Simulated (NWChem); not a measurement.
The numbers come from NWChem runs, not from measurements. System: HAlF2O, charge 0, spin multiplicity 1, at a geometry optimised with B3LYP/def2-SVP. The structure started from a generated list of species. Level: EOM-CCSD/6-31+G* (spherical d), 8 core orbitals frozen.

Part of the output:

```
             Northwest Computational Chemistry Package (NWChem) 7.3.0
             --------------------------------------------------------

                                NWChem Input Module
                                -------------------

 Scaling coordinates for geometry "geometry" by  1.889725989
 (inverse scale =  0.529177249)

 Turning off AUTOSYM since
 SYMMETRY directive was detected!

                             Geometry "geometry" -> ""
                             -------------------------

 Output coordinates in angstroms (scale by  1.889725989 to convert to a.u.)

  No.       Tag          Charge          X              Y              Z
 ---- ---------------- ---------- -------------- -------------- --------------
    1 Al                  13.0000    -0.01164000    -0.00726800     0.00000000
    2 F                    9.0000     0.90284800    -1.38574100     0.00000000
    3 F                    9.0000    -1.65487900    -0.16025500     0.00000000
    4 O                    8.0000     0.66463800     1.53326100     0.00000000
    5 H                    1.0000     1.60249500     1.74236400     0.00000000

 Effective nuclear repulsion energy (a.u.)     159.0874022289

            Nuclear Dipole moment (a.u.)
            ----------------------------
        X                 Y               Z
 ---------------- ---------------- ----------------
     0.0000000000     0.0000075589     0.0000000000

      Symmetry information
      --------------------

 Group name             Cs
 Group number              2
 Group order               2
 No. of unique centers     5

      Symmetry unique atoms

     1    2    3    4    5


 Summary of "ao basis" -> "" (spherical)
 ------------------------------------------------------------------------------
       Tag                 Description            Shells   Functions and Types
 ---------------- ------------------------------  ------  ---------------------
 *                          6-31+g*                   on all atoms

 Summary of "ao basis" -> "ao basis" (spherical)
 ------------------------------------------------------------------------------
       Tag                 Description            Shells   Functions and Types
 ---------------- ------------------------------  ------  ---------------------
 Al                         6-31+g*                 10       22   5s4p1d
 F                          6-31+g*                  8       18   4s3p1d
 O                          6-31+g*                  8       18   4s3p1d
 H                          6-31+g*                  2        2   2s

                                 NWChem SCF Module
                                 -----------------

  ao basis        = "ao basis"
  functions       =    78
  atoms           =     5
  closed shells   =    20
  open shells     =     0
  charge          =   0.00
  wavefunction    = RHF
  use symmetry    = T
  symmetry adapt  = T

 Summary of "ao basis" -> "ao basis" (spherical)
 ------------------------------------------------------------------------------
       Tag                 Description            Shells   Functions and Types
 ---------------- ------------------------------  ------  ---------------------
 Al                         6-31+g*                 10       22   5s4p1d
 F                          6-31+g*                  8       18   4s3p1d
 O                          6-31+g*                  8       18   4s3p1d
 H                          6-31+g*                  2        2   2s

      Symmetry analysis of basis
      --------------------------

        a'         57
        a"         21

 Forming initial guess at       0.0s

      Superposition of Atomic Density Guess
      -------------------------------------

 Sum of atomic energies:        -515.87033611

      Non-variational initial energy
      ------------------------------

 Total energy =    -516.234390
 1-e energy   =   -1034.300173
 2-e energy   =     358.978381
 HOMO         =      -0.522352
 LUMO         =      -0.084599

      Symmetry analysis of molecular orbitals - initial
      -------------------------------------------------

  Numbering of irreducible representations:

     1 a'          2 a"

  Orbital symmetries:
[...]
 Excited-state calculation ( a"  symmetry)
 =========================================
 Dim. of EOMCC iter. space      500

 EOMCCSD SOLVER TYPE  1
  maxdiff =   0.59583751380118144

 No. of initial right vectors    2

 EOM-CCSD right-hand side iterations
 --------------------------------------------------------------
      Residuum       Omega / hartree  Omega / eV    Cpu    Wall
 --------------------------------------------------------------

 Iteration   1 using    2 trial vectors
   0.6272164134617   0.4403686489300   11.98305
   0.6199935815682   0.5298085357903   14.41683     1.2     1.2

 Iteration   2 using    4 trial vectors
   0.1203026121381   0.3036171484352    8.26185
   0.1022033742295   0.3952536883285   10.75540     1.1     1.1

 Iteration   3 using    6 trial vectors
   0.0907838886140   0.2915077748569    7.93233
   0.0974091477183   0.3845957375714   10.46539     1.0     1.0

 Iteration   4 using    8 trial vectors
   0.0550060550824   0.2821746801239    7.67837
   0.0927672689646   0.3694961253140   10.05451     1.1     1.1

 Iteration   5 using   10 trial vectors
   0.0228715393120   0.2784776032356    7.57776
   0.0389838901137   0.3606141847310    9.81282     1.1     1.1

 Iteration   6 using   12 trial vectors
   0.0081430498430   0.2783085650818    7.57316
   0.0199391265625   0.3601643529139    9.80057     1.1     1.1

 Iteration   7 using   14 trial vectors
   0.0045632151226   0.2781853246516    7.56981
   0.0168643601672   0.3592373320313    9.77535     1.1     1.1

 Iteration   8 using   16 trial vectors
   0.0030609862826   0.2781943346533    7.57006
   0.0152141011442   0.3589939486918    9.76873     1.1     1.1

 Iteration   9 using   18 trial vectors
   0.0018419429336   0.2782069124435    7.57040
   0.0134338847823   0.3588489346138    9.76478     1.2     1.2

 Iteration  10 using   20 trial vectors
   0.0009794741575   0.2782030094191    7.57029
   0.0118252131983   0.3584705726977    9.75448     1.2     1.2

 Iteration  11 using   22 trial vectors
   0.0004962697431   0.2782074738986    7.57041
   0.0080687987927   0.3583863889075    9.75219     1.2     1.2

 Iteration  12 using   24 trial vectors
   0.0002792824348   0.2782032047202    7.57030
   0.0065011273726   0.3582907784592    9.74959     1.2     1.2

 Iteration  13 using   26 trial vectors
   0.0001562646068   0.2782004807966    7.57022
   0.0053210094612   0.3582125171520    9.74746     1.2     1.2

 Iteration  14 using   28 trial vectors
   0.0000721189291   0.2782013490601    7.57025
   0.0055702612701   0.3582376733796    9.74815     1.2     1.2

 Iteration  15 using   30 trial vectors
   0.0000408451752   0.2782014911023    7.57025
   0.0074729097499   0.3581653630354    9.74618     1.2     1.2

 Iteration  16 using   32 trial vectors
   0.0000267651795   0.2782018822288    7.57026
   0.0134198896992   0.3579530146379    9.74040     1.3     1.3

 Iteration  17 using   34 trial vectors
   0.0000173783870   0.2782018871326    7.57026
   0.0224960197222   0.3575120939722    9.72840     1.3     1.3

 Iteration  18 using   36 trial vectors
   0.0000102874783   0.2782017463977    7.57026
   0.0209629726325   0.3567845938992    9.70861     1.3     1.3

 Iteration  19 using   38 trial vectors
   0.0000053694492   0.2782017940594    7.57026
   0.0130050993256   0.3564875490214    9.70052     1.3     1.3

 Iteration  20 using   39 trial vectors
   0.0000047566695   0.2782017880605    7.57026
   0.0112694585707   0.3562899659987    9.69515     0.8     0.8

 Iteration  21 using   40 trial vectors
   0.0000041170914   0.2782017773027    7.57026
   0.0114705589564   0.3560872979652    9.68963     0.8     0.8

 Iteration  22 using   41 trial vectors
   0.0000035480494   0.2782017863057    7.57026
   0.0122628007464   0.3559489486758    9.68587     0.8     0.8

 Iteration  23 using   42 trial vectors
   0.0000032144343   0.2782017856891    7.57026
   0.0110885916792   0.3556324424301    9.67726     0.9     0.9

 Iteration  24 using   43 trial vectors
   0.0000031057143   0.2782017812648    7.57026
   0.0079751433443   0.3555138517295    9.67403     1.0     1.0

 Iteration  25 using   44 trial vectors
   0.0000030900381   0.2782017808903    7.57026
   0.0051508034057   0.3554537730031    9.67239     0.8     0.8

 Iteration  26 using   45 trial vectors
   0.0000030961675   0.2782017811039    7.57026
   0.0032960902099   0.3554200844506    9.67148     0.9     0.9

 Iteration  27 using   46 trial vectors
   0.0000031036126   0.2782017806473    7.57026
   0.0022708244792   0.3554460344844    9.67218     0.8     0.8

 Iteration  28 using   47 trial vectors
   0.0000030703603   0.2782017793128    7.57026
   0.0013765278017   0.3554135626081    9.67130     0.8     0.8

 Iteration  29 using   48 trial vectors
   0.0000030707520   0.2782017795059    7.57026
   0.0009577588795   0.3554197225630    9.67147     0.9     0.9

 Iteration  30 using   49 trial vectors
   0.0000030645654   0.2782017795454    7.57026
   0.0005921549433   0.3554135605247    9.67130     0.9     0.9

 Iteration  31 using   50 trial vectors
   0.0000030577583   0.2782017797438    7.57026
   0.0003901147189   0.3554097205611    9.67119     0.9     0.9

 Iteration  32 using   51 trial vectors
   0.0000030565116   0.2782017796582    7.57026
   0.0002676963948   0.3554132607863    9.67129     0.9     0.9

 Iteration  33 using   52 trial vectors
   0.0000030572420   0.2782017800751    7.57026
   0.0001845341089   0.3554139105029    9.67131     0.9     0.9

 Iteration  34 using   53 trial vectors
   0.0000030585393   0.2782017798264    7.57026
   0.0001155848329   0.3554128776747    9.67128     0.9     0.9

 Iteration  35 using   54 trial vectors
   0.0000030534341   0.2782017794070    7.57026
   0.0000718767682   0.3554134906030    9.67130     0.9     0.9

 Iteration  36 using   55 trial vectors
   0.0000030477080   0.2782017798705    7.57026
   0.0000406704538   0.3554132787084    9.67129     0.9     0.9

 Iteration  37 using   56 trial vectors
   0.0000030483697   0.2782017799262    7.57026
   0.0000219105587   0.3554130826593    9.67129     0.9     0.9

 Iteration  38 using   57 trial vectors
   0.0000030512145   0.2782017800382    7.57026
   0.0000148531053   0.3554131746859    9.67129     0.9     0.9

 Iteration  39 using   58 trial vectors
   0.0000030542317   0.2782017795627    7.57026
   0.0000104268923   0.3554132610502    9.67129     0.9     0.9

 Iteration  40 using   59 trial vectors
   0.0000030484424   0.2782017797406    7.57026
   0.0000059137461   0.3554132982936    9.67129     0.8     0.8
 --------------------------------------------------------------
 Iterations converged
 ------------------

 Excited state root  1
 Excitation energy / hartree =        0.278201779740603
                   / eV      =        7.570258824246492
 largest EOMCCSD amplitudes: R1 and R2

 Singles contributions
    21a'  (alpha) ---    20a"  (alpha)       -0.8248753197
    24a'  (alpha) ---    20a"  (alpha)        0.1015473957
    25a'  (alpha) ---    20a"  (alpha)       -0.3447188275
    28a'  (alpha) ---    20a"  (alpha)       -0.1688954574

 Doubles contributions
 ------------------

 Excited state root  2
 Excitation energy / hartree =        0.355413298293568
                   / eV      =        9.671292039073744
 largest EOMCCSD amplitudes: R1 and R2

 Singles contributions
    21a'  (alpha) ---    16a"  (alpha)       -0.1064724684
    23a'  (alpha) ---    20a"  (alpha)        0.2261638813
    25a'  (alpha) ---    20a"  (alpha)        0.1321798771
    22a"  (alpha) ---    19a'  (alpha)       -0.6795081870
    26a"  (alpha) ---    19a'  (alpha)       -0.5046246494
    30a"  (alpha) ---    19a'  (alpha)       -0.1606963421

 Doubles contributions

 Task  times  cpu:       94.2s     wall:       94.2s

 Total times  cpu:       94.2s     wall:       94.2s
```

Problem. Write an NWChem input that would produce this output.

Solution. One answer among several that fit: 
```
start mol
memory heap 100 mb stack 700 mb global 1900 mb
geometry units angstroms nocenter noautoz
  Al    -0.011640    -0.007268     0.000000
  F      0.902848    -1.385741     0.000000
  F     -1.654879    -0.160255     0.000000
  O      0.664638     1.533261     0.000000
  H      1.602495     1.742364     0.000000
  symmetry group Cs
end
basis spherical
  * library 6-31+g*
end
scf
  rhf
  nopen 0
  maxiter 100
  thresh 1e-7
  semidirect memsize 60000000 filesize 0
end
tce
  freeze core 8
  ccsd
  nroots 2
  2eorb
  2emet 13
  thresh 1e-5
  maxiter 200
  tilesize 24
end
task tce energy
```
